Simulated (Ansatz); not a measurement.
Consider the ligand exchange at the Hf–O bond: `[OH][Hf]([Cl])([Cl])[I]` + HCl → `[Cl][Hf]([Cl])([Cl])[I]` + H₂O.

Calculated with Ansatz (gas phase, PBE0-D4/def2-TZVP geometries, no zero-point term in ΔE). CCSD(T)/CBS adds triple-zeta CCSD(T) − MP2 to the extrapolated MP2 energy (def2 sets, frozen cores). This one scheme is used for every species. Functionals use def2-TZVPP. B3LYP here is the variant with VWN-RPA as its local correlation; programs differ in this. def2 core potentials past Kr. For Hf, I outer-core shells are correlated without core-valence functions, which leaves a few kJ/mol of doubt a bond. One conformer a species, not always the lowest.

`[OH][Hf]([Cl])([Cl])[I]`:

Cartesian coordinates in Å:
```
O -1.124 -0.977 0.154
Hf 0.319 0.204 -0.079
Cl 2.261 -0.794 0.744
Cl 0.577 0.656 -2.353
I -0.186 2.498 1.270
H -1.847 -1.587 0.264
```

HCl:

Cartesian coordinates in Å:
```
Cl 0.025 0.585 -0.257
H -0.025 -0.585 0.257
```

`[Cl][Hf]([Cl])([Cl])[I]`:

Cartesian coordinates in Å:
```
Cl -0.709 -1.540 1.612
Hf 0.031 0.012 0.062
Cl -0.503 2.142 0.797
Cl 2.328 -0.167 -0.163
I -1.147 -0.447 -2.308
```

H₂O:

Cartesian coordinates in Å:
```
O 0.238 0.259 0.168
H 0.481 -0.474 -0.402
H -0.719 0.215 0.234
```

(1) Is it downhill or uphill in electronic energy at CCSD(T)/CBS, and by how much? (Best estimate.)

(2) What do these levels give: revPBE-D4, BLYP-D4, B3LYP-D4, PBE, r2SCANh, LC-ωPBE, HF/def2-SVP, MP2/def2-SVP, HF/def2-TZVPP, MP2/def2-TZVPP, HF/def2-QZVPP, MP2/CBS(def2)? (Best estimate.)

Largest T1 diagnostic among the species: 0.013.

Results:

(1) Ansatz gave: Downhill: ΔE = -20.2 kJ/mol.

(2) The calculation gave: revPBE-D4 -19.7, BLYP-D4 -14.3, B3LYP-D4 -15.3, PBE -17.3, r2SCANh -17.8, LC-ωPBE -5.1, HF/def2-SVP -5.3, MP2/def2-SVP -2.2, HF/def2-TZVPP -11.7, MP2/def2-TZVPP -20.5, HF/def2-QZVPP -12.4, MP2/CBS(def2) -25.6 kJ/mol.

In def2-TZVPP, CCSD(T) changes the Hartree–Fock value by −3.4 kJ/mol (the triples alone add −2.8 kJ/mol) and MP2 by −8.8 kJ/mol. Leaving LDA and LC-ωPBE aside and taking each functional with its dispersion term where it has one, the values, not all of them listed here, spread over 13.9 kJ/mol, from HSE06-D4 to CAM-B3LYP-D4. LDA lies +4.5 kJ/mol from PBE without D4.
